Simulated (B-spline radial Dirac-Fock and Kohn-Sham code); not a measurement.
Elastic and transport cross sections of iodine for electrons

The computed values come from a radial finite-basis atomic code: relativistic (Dirac) partial waves in the static field of the Dirac-Fock atom with Furness-McCarthy exchange, without polarisation or absorption potentials. Below a few hundred eV the neglected polarisation potential matters, most of all at small angles. σ_tr1 and σ_tr2 weight the cross section with 1 − P₁ and 1 − P₂ of cos θ; "backward" is the share scattered beyond 90°.

```
energy (eV)  σ (a₀²)  σ_tr1 (a₀²)  σ_tr2 (a₀²)  σ/σ_tr1  backward (%)
         50     24.1         24.4         16.8    0.990            59
       60.7     16.6         17.4         11.2    0.950            63
         62     16.1         16.8         10.8    0.958            62
         64     15.5         15.9         10.3    0.973            61
        100     14.6         9.06         8.48     1.62            27
        102     14.8         8.92         8.55     1.65            26
        104     14.9         8.80         8.61     1.69            25
        127     16.2         7.92         9.22     2.04            17
        129        ?            ?            ?        ?             ?
        186     17.6         7.07         9.03     2.49            14
        200     17.6         6.92         8.74     2.55            14
```

Question: Fill in the row for 129 eV.

Answer: σ = 16.2 a₀², σ_tr1 = 7.87 a₀², σ_tr2 = 9.26 a₀², σ/σ_tr1 = 2.06, backward 17 %. The ratio σ/σ_tr1 is roughly the number of elastic collisions that randomise the direction.
